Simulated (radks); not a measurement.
Results of a calculation; reference values are marked as such.
Valence configurations of P I (all share [Ne]). Code: a radial shooting solver on a logarithmic mesh with Libxc functionals. Model: scalar-relativistic Kohn-Sham, PBE, spin-polarised, spherical densities, point nucleus; open shells are filled with parallel spins first. Energies are relative to 3s2 3p3; eigenvalues in eV for spin up.

valence	E (eV)	moment (Bohr magnetons)	e(3p)	e(3s)
3s2 3p3	0.000	3	-6.283	-14.802
3s1.5 3p3.5	4.176	3	-6.643	-15.284
3s1 3p4	8.357	3	-7.001	-15.759
3s0.5 3p4.5	13.829	2	-7.039	-15.815
3p5	18.861	1	-6.971	-

NIST lists [Ne] 3s2 3p3 as the ground configuration; this level of theory agrees among the configurations tried. The energies are those of spherical high-spin densities, not of single terms.
